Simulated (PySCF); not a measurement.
Compound: AlMe2(StBu), C6H15AlS.
Structure used (PBE0-D3(BJ)/def2-SVP), in Å, numbered top down from 1:
```
atom  x, y, z in Å
Al1    0.6083    1.0793    1.2935
C2     2.5649    1.0885    1.2711
H3     2.9370    1.4879    0.3106
H4     2.9970    0.0855    1.4065
H5     2.9723    1.7498    2.0552
C6    -0.3657    2.7757    1.2739
H7    -1.4581    2.6439    1.2916
H8    -0.1080    3.3657    0.3765
H9    -0.0848    3.4003    2.1401
S10   -0.4952   -0.8546    1.3711
C11   -0.6783   -1.1750   -0.4635
C12    0.6947   -1.3339   -1.1092
C13   -1.4612   -2.4801   -0.5700
C14   -1.4581   -0.0419   -1.1230
H15    0.5875   -1.6075   -2.1727
H16    1.2798   -0.3995   -1.0681
H17    1.2799   -2.1145   -0.6032
H18   -1.6144   -2.7419   -1.6302
H19   -0.9184   -3.3044   -0.0848
H20   -2.4460   -2.3882   -0.0891
H21   -0.9138    0.9170   -1.0764
H22   -2.4305    0.1049   -0.6327
H23   -1.6317   -0.2672   -2.1891
```

The closed-shell ground state was solved at several levels (PySCF, density fitting, gas phase, non-relativistic).

| level | basis functions | HOMO (eV) | LUMO (eV) | gap (eV) | dipole (D) |
| --- | --- | --- | --- | --- | --- |
| CAM-B3LYP/def2-SVPD | 291 | -7.68 | -0.08 | 7.60 | 1.78 |
| PBE0/pcSseg-1 (pcSseg-2 on Al) | 244 | -6.39 | -1.06 | 5.33 | 1.86 |
| B3LYP/pcSseg-1 (pcSseg-2 on Al) | 244 | -6.14 | -1.22 | 4.92 | 1.78 |

(1) Estimate the row for PBE/pcSseg-1 (pcSseg-2 on Al), a basis of 244 functions; the other rows only guide the guess.

(2) Over all these levels, which gives the widest orbital gap and which the narrowest?

(3) In the pcSseg-1 (pcSseg-2 on Al) basis, how does the gap go with the fixed share of exact exchange?

(4) How far do the dipole and the HOMO energy spread over the levels?

Results:

(1) HOMO -5.19 eV, LUMO -1.84 eV, gap 3.35 eV, dipole 1.80 D.

(2) CAM-B3LYP/def2-SVPD (range-separated hybrid) has the widest, 7.60 eV, and PBE/pcSseg-1 (pcSseg-2 on Al) (GGA) the narrowest, 3.35 eV. Functional and basis both differ between the two, so the spread mixes both effects.

(3) PBE (0 %) 3.35 eV; B3LYP (20 %) 4.92 eV; PBE0 (25 %) 5.33 eV. Each rise in the share widens the gap here.

(4) The dipole runs from 1.78 to 1.86 D (mean 1.81 D) and the HOMO from -7.68 to -5.19 eV.

One conformer stands for the species.
